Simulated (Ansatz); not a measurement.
Cost and result for the atomization energy of C2H8OSi2, SMILES `O[SiH2]/C=C/[SiH3]` (13 atoms, 12 bonds).

```xyz
13

O    -0.6430    1.8327    1.9254
Si   -1.6294    0.8074    1.0935
C    -0.6583   -0.2251   -0.1138
C     0.6482   -0.0480   -0.3401
Si    1.6411   -1.0707   -1.5393
H    -0.1118    1.4610    2.6303
H    -2.6066    1.6657    0.3801
H    -2.3622   -0.1025    2.0200
H    -1.1797   -1.0138   -0.6601
H     1.1574    0.7480    0.2063
H     2.7630   -1.7561   -0.8409
H     2.2308   -0.2118   -2.6020
H     0.7507   -2.0868   -2.1595
```

The species carries charge 0 and has multiplicity 1. The structure was optimised at the PBE0-D4/def2-TZVP level. It is one conformer, not always the lowest. Program: Ansatz. All runs use 4 threads of a server CPU on a shared host. Times are those of one run each, without the atoms' runs, and a repeat can differ threefold. Electronic energies, without spin–orbit coupling; frozen cores. CCSD(T)/CBS adds CCSD(T) − MP2 in def2-TZVPP to the MP2 limit, and its time is that of the two runs behind it. T1 = 0.012. B3LYP takes the VWN-RPA correlation (the form of Gaussian; ORCA's B3LYP/G). HSE06 is the plane-wave form, built on full-range PBE exchange.

CCSD(T)/CBS is a level of theory with its own doubt, some kJ/mol a heavy atom from the limit and from the frozen cores, so smaller differences don't rank the functionals.

```json
{"level": "revPBE-D4/def2-TZVPP", "functions": "289", "wall time": "2.2 s"}
{"level": "PBE0-D4/def2-TZVPP", "functions": "289", "wall time": "3.5 s"}
{"level": "BHLYP-D4/def2-TZVPP", "functions": "289", "wall time": "3.8 s"}
{"level": "HSE06-D4/def2-TZVPP", "functions": "289", "wall time": "3.9 s"}
{"level": "B3LYP-D4/def2-TZVPP (with forces)", "functions": "289", "wall time": "6 s"}
{"level": "CCSD(T)/def2-SVP", "functions": "118", "wall time": "7.5 s"}
{"level": "B97M-V/def2-TZVPP", "functions": "289", "wall time": "9.5 s"}
{"level": "PBE-QIDH/def2-TZVPP", "functions": "289", "wall time": "9.5 s"}
{"level": "B2PLYP/def2-TZVPP", "functions": "289", "wall time": "9.6 s"}
{"level": "ωB97M-V/def2-TZVPP (with forces)", "functions": "289", "wall time": "14 s"}
{"level": "MP2/def2-QZVPP", "functions": "551", "wall time": "38 s"}
{"level": "CCSD(T)/def2-TZVPP", "functions": "289", "wall time": "4.1 min"}
{"level": "CCSD(T)/CBS(def2)", "functions": "–", "wall time": "4.7 min"}
```

Question: What atomization energy does each give, and how far from CCSD(T)/CBS? (Best estimate.)

Answer: Ansatz gave: 
```csv
level,atomization (kcal/mol),difference from CCSD(T)/CBS,per bond
revPBE-D4/def2-TZVPP,1106.9,-18.0,-1.5
PBE0-D4/def2-TZVPP,1115.7,-9.2,-0.8
BHLYP-D4/def2-TZVPP,1098.0,-26.9,-2.2
HSE06-D4/def2-TZVPP,1116.4,-8.5,-0.7
B3LYP-D4/def2-TZVPP (with forces),1121.9,-3.0,-0.2
CCSD(T)/def2-SVP,1055.0,-69.9,-5.8
B97M-V/def2-TZVPP,1124.7,-0.2,0.0
PBE-QIDH/def2-TZVPP,1111.7,-13.2,-1.1
B2PLYP/def2-TZVPP,1110.0,-14.9,-1.2
ωB97M-V/def2-TZVPP (with forces),1124.9,0.0,0.0
MP2/def2-QZVPP,1123.4,-1.5,-0.1
CCSD(T)/def2-TZVPP,1095.9,-29.0,-2.4
CCSD(T)/CBS(def2),1124.9,0.0,0.0
```

From PBE to PBE0 (25 % exact exchange), in def2-TZVPP and without D4, the atomization energy moves by −12.1 kcal/mol: exact exchange takes away binding that semilocal exchange gives to molecules. The D4 term adds +10.7 kcal/mol with B3LYP and +5.6 kcal/mol with PBE0; it sums over pairs of atoms, weighted by their polarisabilities, and B3LYP, whose exchange is more repulsive, gets the larger term. In def2-TZVPP, CCSD(T) changes the Hartree–Fock value by +257.2 kcal/mol (the triples alone add +14.1 kcal/mol) and MP2 by +267.4 kcal/mol; breaking electron pairs costs correlation energy, which Hartree–Fock lacks.
